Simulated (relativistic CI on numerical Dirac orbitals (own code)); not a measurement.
**Sensitivity of the levels of Eu18+ to α and to the nuclear radius**

Calculated at this level of theory: Dirac-Coulomb-Breit CI, separate exchange-only KLI orbitals for each configuration, derivatives by finite differences, unscaled Slater integrals, QED left out (own radial code, finite nucleus).

CI space (outside the closed core [Ar] 3d10): 4s2 4p6 4d9, 4s2 4p5 4d10, 4s2 4p6 4d8 4f, 4s 4p6 4d10, 4s2 4p5 4d9 4f, 4s2 4p6 4d8 5s, 4s2 4p6 4d8 5p, 4s 4p6 4d9 4f. Levels of other configurations are missing.

With x = (α/α₀)² − 1 an excitation energy changes as ω = ω₀ + qx; K = 2q/ω₀ is the relative enhancement. Terms are leading LS components, so labels can repeat. The field-shift factor is F = δν/δ⟨r²⟩ for the transition from the lowest level.

Lowest level 4s2 4p6 4d9 2D_5/2.

```tsv
Level	ω₀ (cm⁻¹)	q (cm⁻¹)	K	F (GHz/fm²)
4s2 4p6 4d9 2D_3/2	49646	49690	2	0.808
4s2 4p5 4d10 2P°_3/2	997948	60730	0.122	4.83
4s2 4p6 4d8 4f 4F°_5/2	1091353	-3168	-0.00581	8.55
4s2 4p6 4d8 4f 4F°_7/2	1091868	994.7	0.00182	8.65
4s2 4p6 4d8 4f 4F°_9/2	1100185	8845	0.0161	8.87
4s2 4p6 4d8 4f 4D°_3/2	1101159	-1233	-0.00224	8.6
4s2 4p6 4d8 4f 4D°_5/2	1108355	3111	0.00561	8.65
4s2 4p6 4d8 4f 2P°_1/2	1108978	22920	0.0413	7.61
4s2 4p6 4d8 4f 4I°_15/2	1114682	1335	0.0024	8.91
4s2 4p6 4d8 4f 4D°_7/2	1116346	11130	0.0199	8.8
4s2 4p6 4d8 4f 4I°_13/2	1116596	-2351	-0.00421	8.74
4s2 4p6 4d8 4f 4H°_11/2	1121954	-947.5	-0.00169	8.76
4s2 4p6 4d8 4f 4F°_3/2	1122331	21810	0.0389	9.06
```

At this charge energies of transitions that change n are usually good to better than 1 %, and those within a shell (Δn = 0) to a few per cent.
